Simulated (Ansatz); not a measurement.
## Relaxing a trial structure of C2H7BrGeSi

The starting geometry of this gas-phase singlet was optimised with GFN2-xTB; its bonds are those of `C=[CH][GeH]([SiH3])[Br]`.

```yaml
atoms:
  - { symbol: C, position_ang: [0.9734, -1.9394, -1.1184] }
  - { symbol: C, position_ang: [1.4837, -2.0430, 0.0971] }
  - { symbol: Br, position_ang: [0.4693, -3.5444, 2.9404] }
  - { symbol: Ge, position_ang: [0.4886, -1.5613, 1.7294] }
  - { symbol: Si, position_ang: [-1.7183, -0.7127, 1.4940] }
  - { symbol: H, position_ang: [1.5227, -2.2169, -2.0063] }
  - { symbol: H, position_ang: [-0.0273, -1.5643, -1.2833] }
  - { symbol: H, position_ang: [2.4880, -2.4316, 0.2210] }
  - { symbol: H, position_ang: [1.4777, -0.7511, 2.5933] }
  - { symbol: H, position_ang: [-2.0589, 0.0736, 2.6769] }
  - { symbol: H, position_ang: [-1.7471, 0.1394, 0.3072] }
  - { symbol: H, position_ang: [-2.6451, -1.8312, 1.3371] }
```

Problem. Where would you expect an optimisation with PBE-D3(BJ)/def2-SVP to take it?

Solution. It keeps its bonds, and is `C=[CH][GeH]([SiH3])[Br]`.

The energy falls by 0.18 eV over 16 steps:

```json
{"step": "1", "E − E(last) (eV)": "0.184"}
{"step": "3", "E − E(last) (eV)": "0.021"}
{"step": "4", "E − E(last) (eV)": "0.017"}
{"step": "6", "E − E(last) (eV)": "0.012"}
{"step": "8", "E − E(last) (eV)": "0.006"}
{"step": "9", "E − E(last) (eV)": "0.005"}
{"step": "11", "E − E(last) (eV)": "0.002"}
{"step": "13", "E − E(last) (eV)": "0.000"}
{"step": "14", "E − E(last) (eV)": "0.000"}
{"step": "16", "E − E(last) (eV)": "0.000"}
```

Final geometry (Å):

| atom | x (Å) | y (Å) | z (Å) |
| --- | --- | --- | --- |
| C | 0.8653 | -2.0195 | -1.0905 |
| C | 1.4769 | -2.0798 | 0.1067 |
| Br | 0.4141 | -3.4019 | 3.1467 |
| Ge | 0.6152 | -1.5073 | 1.7592 |
| Si | -1.6227 | -0.7150 | 1.4375 |
| H | 1.3668 | -2.3437 | -2.0191 |
| H | -0.1679 | -1.6460 | -1.2065 |
| H | 2.5077 | -2.4703 | 0.1812 |
| H | 1.5330 | -0.5335 | 2.5513 |
| H | -2.2192 | -0.3979 | 2.7789 |
| H | -1.6346 | 0.5230 | 0.5794 |
| H | -2.4276 | -1.7909 | 0.7637 |

No frequencies were run, so the end isn't proven a minimum. Run with Ansatz 0.2.0, 97 s on 2 threads of Intel(R) Xeon(R) Processor @ 2.50GHz (Skylake/Cascade Lake), on a shared host.
